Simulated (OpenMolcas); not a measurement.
4s² 4p⁴ along the 34-electron sequence

```
Program             : OpenMolcas
Method              : CASSCF
Basis               : ANO-R3
Scalar Hamiltonian  : X2C, finite nucleus
Spin-orbit coupling : RASSI with atomic mean-field integrals over the reference wave functions, term energies averaged over their components
```

Active space for each ion: 4 electrons in 3 orbitals (4p).

Computed levels in cm-1 above ³P₂:

| Level | Se | Br+ | Kr2+ |
| --- | --- | --- | --- |
| ³P₁ | 1814 | 2847 | 4115 |
| ³P₀ | 2433 | 3689 | 5135 |
| ¹D₂ | 11791 | 14475 | 17092 |
| ¹S₀ | 27810 | 33620 | 39039 |
| weight of ³P in the lowest level (%) | 99 | 98 | 98 |

Measured, with the error of the calculation in %. Measured levels: Se, Br+ from NIST Handbook of Basic Atomic Spectroscopic Data; Kr2+ from Saloman, J. Phys. Chem. Ref. Data 36, 215 (2007).

```json
{"Level": "³P₁", "Se": "1989 (-8.8)", "Br+": "3136 (-9.2)", "Kr2+": "4548 (-9.5)"}
{"Level": "³P₀", "Se": "2534 (-4.0)", "Br+": "3837 (-3.9)", "Kr2+": "5313 (-3.4)"}
{"Level": "¹D₂", "Se": "9576 (+23.1)", "Br+": "12089 (+19.7)", "Kr2+": "14644 (+16.7)"}
{"Level": "¹S₀", "Se": "22446 (+23.9)", "Br+": "27867 (+20.6)", "Kr2+": "33080 (+18.0)"}
```

The fine-structure level ³P₀ changes by a factor of 2.11 from Se to Kr2+. Its fourth root runs 7.02, 7.79, 8.47, with steps per unit of Z of 0.77, 0.67; equal steps would mean a (Z - σ)^4 law with constant σ.

¹D₂ changes by a factor of 1.45 over the same range, with steps per unit of Z of +2680, +2620 cm-1.

With the s shell closed, the reference lacks s² → p² mixing. Without dynamic correlation excited terms often stand tens of per cent too high (terms of higher spin than the ground term too low), and those without a measured partner can miss by more than the paired ones (holds for Se; Br+). Computed and measured levels are paired by configuration, term and J; levels that our copy of the source lacks, or whose pairing is in doubt (as where it misses far off the trend of its configuration), stay unpaired and out of the deviations. Only configurations of the active space appear.
